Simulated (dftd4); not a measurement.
Cl₃Fe (SMILES [Cl][Fe]([Cl])[Cl]), sextet, at a GFN2-xTB geometry (such geometries of metal compounds can be far from the true shape); dftd4 4.2.0 with D4 for pbe.

The dftd4 input:
```
$ dftd4 mol.xyz --func pbe --charge 0 --json dftd4.json --noedisp --property

# file mol.xyz
4

Fe    -0.09061902    -0.36016981    -0.20402693
Cl     1.97242024    -0.04348847    -0.35061360
Cl    -0.67696321    -0.59021958     1.79126336
Cl    -1.15686324     1.18455599    -1.12860857
```

Output, abridged:

```
                    ____  _____ _____     ____  _  _
      -------------|  _ \|  ___|_   _|---|  _ \| || |------------
     |             | | | | |_    | | ___ | | | | || |_           |
     |             | |_| |  _|   | ||___|| |_| |__   _|          |
     |             |____/|_|     |_|     |____/   |_|            |
     |             ===================================           |
     |            E. Caldeweyher, S. Ehlert & S. Grimme          |
     |          Mulliken Center for Theoretical Chemistry        |
     |                    University of Bonn                     |
      -----------------------------------------------------------

Rational (Becke-Johnson) damping: pbe-D4-ATM
---------------------
  s6         1.0000
  s8         0.9595
  s9         1.0000
  a1         0.3857
  a2         4.8069
 alp        16.0000
--------------------

Atomic data, radii in Ångström:
------------------------------------------------------
   Z          R(cov)      r4/r2   hardness         EN
------------------------------------------------------
  26 Fe       1.3867     2.9550     0.2467     1.8300
  17 Cl       1.3200     1.9735     0.4312     3.1600
------------------------------------------------------

Atomic reference systems (in atomic units):
----------------------------------------------------------------------------
   Z        #      CN     q+Z       C6(AA)   #      CN     q+Z       C6(AA)
----------------------------------------------------------------------------
  26 Fe     1  0.0000 26.0000     507.1549   2  1.5299 26.1611     181.3927
            3  8.4750 26.0549     104.6075
  17 Cl     1  0.0000 17.0000      92.6806   2  0.8444 16.8495     101.8771
----------------------------------------------------------------------------

Atomic properties (in atomic units):
----------------------------------------------------------------------------
     #    Z              CN          q      C6(AA)        C8(AA)   alpha(0)
----------------------------------------------------------------------------
     1   26 Fe       2.3745     0.4925    174.7781    16350.2080    27.1253
     2   17 Cl       0.7926    -0.1642    102.1928     4263.8478    15.4519
     3   17 Cl       0.7926    -0.1642    102.1928     4263.8478    15.4519
     4   17 Cl       0.7926    -0.1642    102.1928     4263.8478    15.4519
----------------------------------------------------------------------------

Molecular properties (in atomic units):
----------------------------------------
 molecular C6                1871.1160
 molecular C8              103243.3783
----------------------------------------

Dispersion energy:      -5.6505335330994E-03 Eh

[Info] JSON dump of results written to 'dftd4.json'
```
